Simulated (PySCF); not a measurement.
Gas-phase reaction: 3 SnH2F2 = 2 SnHF3 + SnH4, at 1200 K and a standard pressure of 1 bar. Level: CCSD(T)/def2-TZVPP†.

Method: PySCF energies plus ideal-gas RRHO corrections (1 bar). † marks an energy on the PBE0/def2-TZVP geometry and frequencies. CCSD(T) freezes the core. All species are closed-shell singlets. Sn: scalar-relativistic def2 core potential, no spin-orbit coupling. SnH2F2, SnHF3: computed as isolated molecules; such fragments, hydroxides, amides, oligomers or adducts are transient or little studied in the gas. CCSD(T) isn't extrapolated to the basis-set limit; its ΔH°(298 K) is 9.5 kJ in def2-SVP and 8.7 kJ in def2-TZVPP. The harmonic model lacks anharmonicity and excited electronic states, which grow with temperature; levels with a mode under 35 cm⁻¹ are left out.

| species | E (Ha) | H(1200 K) − E (kJ/mol) | S°(1200 K) (J/mol/K) |
|---|---|---|---|
| SnH2F2 | -414.38792 | 141.1 | 411.7 |
| SnHF3 | -513.56948 | 136.6 | 441.9 |
| SnH4 | -216.02109 | 149.6 | 329.6 |
E: electronic energy; H − E holds the zero-point and thermal terms. 1 Ha = 2625.5 kJ/mol.

**Question.** Work out ΔH°, ΔS°, ΔG° and log10 K from these numbers.

**Answer.** 1. ΔE = 2×(-513.56948) + 1×(-216.02109) − 3×(-414.38792) = 0.00371 Ha = 9.7 kJ.
2. Δ(H − E) = 2×(136.6) + 1×(149.6) − 3×(141.1) = -0.5 kJ, so ΔH° = 9.2 kJ.
3. ΔS° = 2×(441.9) + 1×(329.6) − 3×(411.7) = -21.7 J/K; the number of gas molecules stays the same.
4. ΔG° = ΔH° − TΔS° = 9.2 − 1200×(-21.7)/1000 = 35.2 kJ.
5. log10 K = −ΔG°/(RT ln 10) = -1.53, with RT ln 10 = 22.97 kJ/mol; at standard pressures the reactants are favoured.
6. A shift of 10 kJ in ΔE would move log10 K by 0.44 here.
For scale, ΔH°(298 K) is 9 kJ at this level, 14 kJ at ωB97M-V/def2-TZVP†, and runs from 7 to 41 kJ over the 18 levels computed.
